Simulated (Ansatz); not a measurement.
Reaction (formal hydrolysis of the Si–Si bond): `CO[Si@@H](N)[Si@H](N)F` + H₂O → `CO[SiH](N)O` + `N[SiH2]F`

Program: Ansatz. Geometries: PBE0-D4/def2-TZVP. ΔE: electronic, gas phase. CCSD(T)/CBS is the MP2 limit (def2-TZVPP, def2-QZVPP) plus CCSD(T) − MP2 in def2-TZVPP, frozen cores. This one scheme is used for every species. DFT in def2-TZVPP. HSE06 is defined as in plane-wave codes. One conformer a species, not always the lowest.

`CO[Si@@H](N)[Si@H](N)F`:

```xyz
16

C     0.126    1.908   -0.924
O     1.134    1.150   -0.301
Si    0.805    0.052    0.895
N    -0.060    0.642    2.244
Si   -0.519   -1.661   -0.010
N    -0.015   -1.926   -1.611
F    -2.054   -1.153    0.117
H     0.581    2.496   -1.724
H    -0.655    1.273   -1.363
H    -0.354    2.594   -0.218
H     2.157   -0.372    1.332
H     0.337    1.255    2.936
H    -1.066    0.632    2.272
H    -0.516   -2.973    0.685
H     0.380   -1.191   -2.173
H    -0.282   -2.727   -2.158
```

H₂O:

Cartesian coordinates in Å:
```
O 0.095 -0.306 0.221
H -0.675 0.260 0.308
H 0.579 0.045 -0.529
```

`CO[SiH](N)O`:

Z-matrix (Å, degrees):
```
C
O 1 1.409
H 1 1.096 2 111.5
H 1 1.094 2 111.3 3 121.4
H 1 1.092 2 108.2 3 -119.0
Si 2 1.633 1 124.0 3 -61.2
O 6 1.643 2 104.9 1 -50.7
N 6 1.701 2 112.4 1 -171.5
H 6 1.486 2 110.4 1 69.5
H 7 0.958 6 116.5 2 -174.4
H 8 1.008 6 120.7 2 55.7
H 8 1.007 6 119.3 2 -88.7
```

`N[SiH2]F`:

Cartesian coordinates in Å:
```
N 0.618 0.186 0.825
Si -0.364 -0.231 -0.493
F -1.007 1.017 -1.269
H 1.558 0.524 0.703
H 0.231 0.468 1.710
H -1.506 -1.024 0.011
H 0.470 -0.940 -1.488
```

```csv
level,ΔE (kJ/mol),difference from CCSD(T)/CBS
r2SCAN-D4,-129.4,0.9
HSE06-D4,-114.6,15.7
PBE-QIDH,-133.1,-2.8
BLYP,-132.6,-2.3
CAM-B3LYP,-144.2,-13.9
LC-ωPBE,-128.7,1.6
RPA@PBE/def2-TZVPP,-133.0,-2.7
MP2/def2-SVP,-135.5,-5.2
CCSD(T)/def2-SVP,-128.6,1.7
CCSD/CBS(def2),-135.1,-4.8
CCSD(T)/CBS,-130.3,0
```

Largest T1 diagnostic among the species: 0.012.

From r2SCAN to r2SCAN0 (25 % exact exchange), in def2-TZVPP and without D4, ΔE moves by −4.7 kJ/mol. In def2-TZVPP, CCSD(T) changes the Hartree–Fock value by +32.5 kJ/mol (the triples alone add +4.8 kJ/mol) and MP2 by +27.1 kJ/mol. Leaving LDA and LC-ωPBE aside and taking each functional with its dispersion term where it has one, the values, not all of them listed here, spread over 38.3 kJ/mol, from B2PLYP to revPBE-D4.
